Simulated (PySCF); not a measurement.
WO2F, SMILES [O]=[W+](=[O])[F], charge +1, multiplicity 1.

Geometry: PBE0-D3(BJ)/def2-TZVP. The spin state was assumed, not searched. The isomer is the one that the SMILES or the coordinates give; other isomers of the formula were not compared. The def2 effective core potentials stand for the cores of W; spin–orbit coupling is left out.

Method: TDDFT-ωB97X/def2-SVPD run with PySCF.

Vertical excitations. Isolated molecule, no solvent. State labels are in the subgroup Cs.

Computed excitation energies, oscillator strengths and character:
| state | symmetry | energy (eV) | λ (nm) | f | main pairs |
|---|---|---|---|---|---|
| S1 | A" | 3.31 | 375 | 0.001 | HOMO→LUMO 97 % |
| S2 | A' | 4.69 | 264 | 0.001 | HOMO−1→LUMO 65 %, HOMO−2→LUMO 28 % |
| S3 | A' | 4.86 | 255 | 0.007 | HOMO−2→LUMO 67 %, HOMO−1→LUMO 22 % |
| S4 | A" | 4.93 | 251 | 0.000 | HOMO−3→LUMO 52 %, HOMO→LUMO+1 44 % |
| S5 | A' | 5.02 | 247 | 0.001 | HOMO→LUMO+2 87 % |
| S6 | A" | 5.26 | 235 | 0.015 | HOMO→LUMO+1 46 %, HOMO−3→LUMO 41 % |
| S7 | A" | 5.98 | 207 | 0.005 | HOMO−4→LUMO 84 % |
| S8 | A' | 6.09 | 204 | 0.006 | HOMO−1→LUMO+1 82 % |
| S9 | A" | 6.31 | 196 | 0.001 | HOMO−3→LUMO+1 53 %, HOMO−1→LUMO+2 32 % |
| S10 | A' | 6.54 | 190 | 0.006 | HOMO−5→LUMO 41 %, HOMO−2→LUMO+1 41 % |
| T1 | A" | 3.14 | 395 | 0 | HOMO→LUMO 96 % |
| T2 | A' | 4.10 | 303 | 0 | HOMO−1→LUMO 74 %, HOMO−2→LUMO 13 % |
| T3 | A" | 4.38 | 283 | 0 | HOMO→LUMO+1 54 %, HOMO−3→LUMO 32 % |
| T4 | A' | 4.44 | 279 | 0 | HOMO−2→LUMO 75 %, HOMO−1→LUMO 15 % |
Triplets are in the Tamm–Dancoff approximation, which puts them higher than full response would, so one can lie above its singlet here.
